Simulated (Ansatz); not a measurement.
C₃H₅ (SMILES [CH-]1CC1), charge -1, singlet, geometry from GFN2-xTB (a gas-phase anion, which may not be bound at this level); B3LYP/def2-SVP run with Ansatz (a first-principles code).

Ansatz was given this input:
Ansatz 0.2 input:
```yaml
crystal:
  periodic: [false, false, false]
  atoms:
    - {symbol: C, position_ang: [-0.01075075, 0.96016996, 0.09341244]}
    - {symbol: C, position_ang: [0.75577748, -0.34450835, 0.02662440]}
    - {symbol: C, position_ang: [-0.74825136, -0.36088374, 0.02184688]}
    - {symbol: H, position_ang: [-0.01259673, 1.43179750, -0.94199642]}
    - {symbol: H, position_ang: [1.25539163, -0.74361368, -0.87634220]}
    - {symbol: H, position_ang: [1.26166067, -0.70938769, 0.92963389]}
    - {symbol: H, position_ang: [-1.25179611, -0.73675342, 0.92164993]}
    - {symbol: H, position_ang: [-1.23331166, -0.77070990, -0.88424753]}
basis:
  gaussian:
    orbitals: def2-SVP
hamiltonian:
  xc: b3lyp
total_charge: -1
accuracy: high
```

Task: What does Ansatz print? Leave out banner, timings and long lists.

Result: 
```
Functional definition: B3LYP
1653 factors; integrals over basis functions are off by at most 2.9e-9 eV
mean field evaluation 1: about -3184.7365 eV, gradient 2.8e1 eV
mean field evaluation 2: about -3182.7112 eV, gradient 3.9e1 eV
mean field evaluation 4: about -3187.0098 eV, gradient 1.4e0 eV
mean field evaluation 8: about -3187.0134 eV, gradient 1.1e-2 eV
mean field evaluation 16: about -3187.0134 eV, gradient 2.1e-6 eV
mean field -3187.01341052 eV, -117.1205826012 hartree, gradient 2.1e-8 eV, S^2 0.000000; 0 other end points of the search recorded, 0 dependent functions left out
reference -3187.01344505 eV, -117.1205838703 hartree; 12, 12 occupied and 55, 55 virtual orbitals, 1653 factors
Total energy: -3187.01344505 eV, -117.1205838703 hartree
```
